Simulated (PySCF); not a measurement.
Can point charges reproduce the dipole moment of `C#Cc1cpc([SiH3])n1C`?

Coordinates (GFN2-xTB, Å) and charges (e) from the PBE0/pcSseg-1 density (PySCF):

```json
{"atom": "C1", "x": "3.463", "y": "-0.827", "z": "0.110", "Mulliken": "-0.3773", "IAO": "-0.2296", "Hirshfeld": "-0.0984", "ESP-fitted": "-0.4371"}
{"atom": "C2", "x": "2.433", "y": "-0.230", "z": "-0.053", "Mulliken": "+0.3869", "IAO": "-0.0408", "Hirshfeld": "-0.0449", "ESP-fitted": "+0.0866"}
{"atom": "C3", "x": "1.250", "y": "0.504", "z": "-0.251", "Mulliken": "+0.2115", "IAO": "+0.0453", "Hirshfeld": "+0.0319", "ESP-fitted": "-0.2125"}
{"atom": "C4", "x": "1.189", "y": "1.806", "z": "-0.696", "Mulliken": "-0.4246", "IAO": "-0.4066", "Hirshfeld": "-0.1362", "ESP-fitted": "-0.1088"}
{"atom": "P5", "x": "-0.459", "y": "2.374", "z": "-0.803", "Mulliken": "+0.3753", "IAO": "+0.2845", "Hirshfeld": "+0.0270", "ESP-fitted": "-0.1418"}
{"atom": "C6", "x": "-1.007", "y": "0.820", "z": "-0.240", "Mulliken": "-0.3861", "IAO": "-0.4428", "Hirshfeld": "-0.1226", "ESP-fitted": "-0.2625"}
{"atom": "Si7", "x": "-2.808", "y": "0.365", "z": "0.023", "Mulliken": "+0.5160", "IAO": "+0.5921", "Hirshfeld": "+0.2944", "ESP-fitted": "+0.3832"}
{"atom": "N8", "x": "0.021", "y": "-0.033", "z": "-0.009", "Mulliken": "-0.6219", "IAO": "-0.0210", "Hirshfeld": "+0.0112", "ESP-fitted": "+0.3938"}
{"atom": "C9", "x": "-0.151", "y": "-1.372", "z": "0.486", "Mulliken": "-0.0596", "IAO": "-0.3142", "Hirshfeld": "-0.0508", "ESP-fitted": "-0.3866"}
{"atom": "H10", "x": "4.364", "y": "-1.345", "z": "0.248", "Mulliken": "+0.0476", "IAO": "+0.2065", "Hirshfeld": "+0.0953", "ESP-fitted": "+0.3124"}
{"atom": "H11", "x": "2.060", "y": "2.387", "z": "-0.943", "Mulliken": "+0.1118", "IAO": "+0.1749", "Hirshfeld": "+0.0499", "ESP-fitted": "+0.1788"}
{"atom": "H12", "x": "-2.987", "y": "-0.157", "z": "1.384", "Mulliken": "-0.0816", "IAO": "-0.1226", "Hirshfeld": "-0.0781", "ESP-fitted": "-0.1038"}
{"atom": "H13", "x": "-3.199", "y": "-0.689", "z": "-0.925", "Mulliken": "-0.0738", "IAO": "-0.1231", "Hirshfeld": "-0.0778", "ESP-fitted": "-0.0994"}
{"atom": "H14", "x": "-3.603", "y": "1.569", "z": "-0.187", "Mulliken": "-0.0694", "IAO": "-0.0964", "Hirshfeld": "-0.0648", "ESP-fitted": "-0.0465"}
{"atom": "H15", "x": "0.750", "y": "-1.948", "z": "0.277", "Mulliken": "+0.1532", "IAO": "+0.1740", "Hirshfeld": "+0.0524", "ESP-fitted": "+0.1599"}
{"atom": "H16", "x": "-0.321", "y": "-1.367", "z": "1.566", "Mulliken": "+0.1423", "IAO": "+0.1601", "Hirshfeld": "+0.0553", "ESP-fitted": "+0.1460"}
{"atom": "H17", "x": "-1.004", "y": "-1.845", "z": "0.002", "Mulliken": "+0.1497", "IAO": "+0.1597", "Hirshfeld": "+0.0565", "ESP-fitted": "+0.1382"}
```

Task: What dipole does each set of charges give (1 e·Å = 4.803 D), and what does the density give?

Result: The full density gives (0.44, -2.94, 1.02) D, 3.14 D in size; dipole vectors point from the negative to the positive end.

```tsv
scheme	μx	μy	μz	size (D)	share of the full size (%)	angle to the full dipole (°)
Mulliken	-3.63	-0.88	0.48	3.77	120	83
IAO	-1.60	-1.50	0.65	2.29	73	53
Hirshfeld	-0.39	-1.56	0.58	1.71	54	21
ESP-fitted	0.40	-2.90	1.01	3.10	99	1
```

Task: Which set comes closest?

Result: Length of the difference vector: ESP-fitted 0.06 D, Hirshfeld 1.67 D, IAO 2.53 D, Mulliken 4.59 D. Closest: ESP-fitted. ESP charges are fitted to the potential around the molecule, whose slowest-falling term is the dipole's. The schemes that divide the density aren't constrained to reproduce the dipole.

Task: What is left for the Hirshfeld atoms' own dipoles?

Result: The shares of the density sum to the whole, so what Σ q r misses lies in dipoles about the nuclei. The atomic dipoles sum to (0.44, -2.94, 1.02) − (-0.39, -1.56, 0.58) = (0.83, -1.38, 0.44) D, 1.67 D in size.

Task: With the origin at the mean of the coordinates, (0.000, 0.001, -0.001) Å, which are the largest single terms, by size, of the IAO dipole along the direction of the full one?

Result: P5 -3.48, C4 +3.41, C9 -2.14, C6 +2.10, Si7 -2.07 D; all 17 atoms together +1.39 D. The single terms depend on the origin, their sum doesn't.

Task: Give the size of the full dipole in other units.

Result: 3.14 D = 1.236 au = 0.654 e·Å = 10.48 × 10⁻³⁰ C·m.

Isolated species at its GFN2-xTB geometry, gas phase.

The run behind these numbers computed NMR shieldings as well. Cost: about 1.7 min of CPU time on one thread; the machine was shared, so the figure is rough.
